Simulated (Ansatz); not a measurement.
Gas-phase electronic energies from Ansatz, PBE0-D4/def2-TZVP geometries. CBS: MP2 limit from def2 TZ/QZ plus the TZ coupled-cluster correction, frozen cores. DFT in def2-TZVPP. One conformer a species, not always the lowest.

Reaction (isomerisation): `F/C=C(\F)C(F)F` → `FC(F)=CC(F)F`

| level | ΔE (kcal/mol) |
| --- | --- |
| B97M-V | -10.6 |
| revPBE | -10.2 |
| r2SCAN | -10.9 |
| r2SCANh | -11.0 |

Problem. What does CCSD(T)/CBS give? (An estimate is asked.)

Solution. The calculation gave: -9.6 kcal/mol. The listed levels differ from it by -1.0, -0.6, -1.3, -1.4 kcal/mol.

Largest T1 diagnostic among the species: 0.012.

Leaving LDA and LC-ωPBE aside and taking each functional with its dispersion term where it has one, the values, not all of them listed here, spread over 1.9 kcal/mol, from r2SCAN0-D4 to BLYP-D4. LDA lies −0.9 kcal/mol from PBE without D4. At CCSD(T), def2-SVP lies −1.2 kcal/mol from the extrapolated value and def2-TZVPP −0.3 kcal/mol.
